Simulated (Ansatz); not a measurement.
Input for Ansatz (an electronic-structure program): R-SVWN5/def2-TZVPP on BrHSe2 (SMILES [SeH][Se]Br), a point of a torsion scan.

Ansatz 0.2 input:
```yaml
crystal:
  periodic: [false, false, false]
  atoms:
    - {symbol: Se, position_ang: [-1.36492542, 0.57562841, 0.52694504]}
    - {symbol: Se, position_ang: [0.77824740, 0.91121910, -0.34751927]}
    - {symbol: Br, position_ang: [0.98939097, 3.18757885, -0.13353184]}
    - {symbol: H, position_ang: [-1.58885659, -0.57083222, -0.33407955]}
basis:
  gaussian:
    orbitals: def2-TZVPP
hamiltonian:
  xc: {name: SVWN5}
scf: {lower_state_search: off}
```

**Question.** Predict the final total energy.

**Answer.** -7367.5259 hartree.
